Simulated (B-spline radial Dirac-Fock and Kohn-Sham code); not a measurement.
## Sc³⁺: scattering cross sections and density moments

System: scandium as Sc³⁺ in the configuration [Ne] 3s2 3p6.

Input of the calculation (task.json; shells as n, l, electrons):

```json
{"items": [{
  "Z": 21,
  "q": 3,
  "cfg": [[1, 0, 2], [2, 0, 2], [2, 1, 6], [3, 0, 2], [3, 1, 6]],
  "A": 45,
  "rrms": 3.5459,
  "do": ["scatter"],
  "s": [0.0, 0.05, 0.1, 0.15, 0.2, 0.25, 0.3, 0.35, 0.4, 0.45, 0.5, 0.6, 0.7, 0.8, 0.9, 1.0, 1.1, 1.2, 1.4, 1.6, 1.8, 2.0, 2.5, 3.0, 3.5, 4.0, 5.0, 6.0],
  "pz": [0, 0.1, 0.14, 0.21, 0.3, 0.43, 0.62, 0.89, 1.3, 1.8, 2.6, 3.8, 5.5, 7.8, 11.0, 16.0, 23.0, 34.0, 48.0, 70.0, 100.0],
  "hv_scatter": [1000, 2000, 10000, 17479.3, 20000, 30000, 100000, 200000]
}]}
```

Run with: `python xray_run.py task.json out`

Calculated with a B-spline atomic structure program, using Dirac-Fock densities.

- Sum of ⟨r⟩: 11.58 bohr
- Sum of ⟨r²⟩: 12.53 bohr²
- Sum of ⟨1/r⟩: 85.272 per bohr
- Langevin diamagnetic susceptibility: -9.93 × 10⁻⁶ cm³/mol
- Lamb shielding (α²/3)Σ⟨1/r⟩: 1514 ppm

Coherent scattering is the Thomson cross section weighted by f₀², without anomalous dispersion; incoherent scattering is Klein-Nishina weighted by S. The Lamb formula is the non-relativistic shielding expression. Electron correlation is left out.

| hν (keV) | coherent (b) | incoherent (b) | incoherent per electron (b) |
| --- | --- | --- | --- |
| 1 | 208.6 | 0.2242 | 0.0125 |
| 2 | 190.3 | 0.8001 | 0.0445 |
| 10 | 64.00 | 5.291 | 0.294 |
| 17.4793 | 33.81 | 7.014 | 0.390 |
| 20 | 28.05 | 7.387 | 0.410 |
| 30 | 15.19 | 8.260 | 0.459 |
| 100 | 1.997 | 8.379 | 0.466 |
| 200 | 0.5419 | 7.168 | 0.398 |

Incoherent scattering overtakes coherent scattering between 30 and 100 keV.
